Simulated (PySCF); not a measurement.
## Ruthenium: a sound run and one with changed settings

Sound run: Ru⁺ [Kr] 4d7, Ru²⁺ [Kr] 4d6. Computed with PySCF 2.14 in def2-TZVP with the def2 core potential (28 electrons), with scalar relativity through the core potential. In the sound run the correlated levels freeze 4s2 4p6 outside the core potential. The sound run starts from symmetry-adapted Hartree-Fock orbitals and uses a fine grid where one is needed.

Changed run: all electrons correlated in a basis built for the valence shell.

```tsv
species	method	sound run (hartree)	changed run (hartree)	converged
Ru⁺	MP2	-94.00377	-94.20366	yes
Ru²⁺	MP2	-93.41697	-93.61709	yes
```

Ionisation energy of Ru⁺:

```csv
method,sound run (eV),changed run (eV)
UHF,14.961,14.961
MP2,15.968,15.961
SCS-MP2,16.085,15.951
```

A valence basis has no tight correlating functions, so it recovers only part of the core correlation, and not evenly between atom and ion.

For comparison, NIST gives 16.76 ± 0.06 eV between the lowest levels.
